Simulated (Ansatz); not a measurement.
ClGeH5O2Si (`O[SiH](Cl)[O][GeH3]`), relaxed with RKS PBE-D4/def2-SVP in Ansatz 0.2.0 from a rough embedded geometry. The force threshold is 0.03 eV/Å; the program also tests the step.

Total charge 0; spin multiplicity 1.

Start:

```xyz
10

O    -0.395    0.611   -1.871
Si    0.530    0.971   -0.507
Cl    0.916    3.025   -0.527
O    -0.224    0.573    0.985
Ge   -0.339   -1.195    1.038
H    -1.304    1.045   -1.687
H     1.833    0.230   -0.586
H    -1.044   -1.660    2.341
H     1.118   -1.813    1.034
H    -1.091   -1.787   -0.219
```

```json
{"step": "1", "energy (eV)": "-81058.8243", "largest force (eV/Å)": "2.264", "largest move (Å)": "0.000"}
{"step": "2", "energy (eV)": "-81059.0842", "largest force (eV/Å)": "1.002", "largest move (Å)": "0.106"}
{"step": "3", "energy (eV)": "-81059.1921", "largest force (eV/Å)": "0.447", "largest move (Å)": "0.161"}
{"step": "4", "energy (eV)": "-81059.2402", "largest force (eV/Å)": "0.144", "largest move (Å)": "0.200"}
{"step": "5", "energy (eV)": "-81059.2454", "largest force (eV/Å)": "0.221", "largest move (Å)": "0.053"}
{"step": "6", "energy (eV)": "-81059.2469", "largest force (eV/Å)": "0.061", "largest move (Å)": "0.050"}
{"step": "7", "energy (eV)": "-81059.2481", "largest force (eV/Å)": "0.033", "largest move (Å)": "0.015"}
{"step": "8", "energy (eV)": "-81059.2487", "largest force (eV/Å)": "0.041", "largest move (Å)": "0.027"}
{"step": "9", "energy (eV)": "-81059.2490", "largest force (eV/Å)": "0.029", "largest move (Å)": "0.020"}
```

End:

```xyz
10

O    -0.312    0.812   -2.007
Si    0.583    1.046   -0.622
Cl    0.672    3.065   -0.148
O    -0.077    0.308    0.706
Ge   -0.348   -1.420    1.160
H    -1.196    1.222   -2.012
H     1.945    0.533   -0.943
H    -1.017   -1.361    2.551
H     1.029   -2.134    1.212
H    -1.278   -2.070    0.103
```

Run time 12 s (4 threads of an Arm Neoverse V2 on a shared host); peak host memory 0.18 GiB.
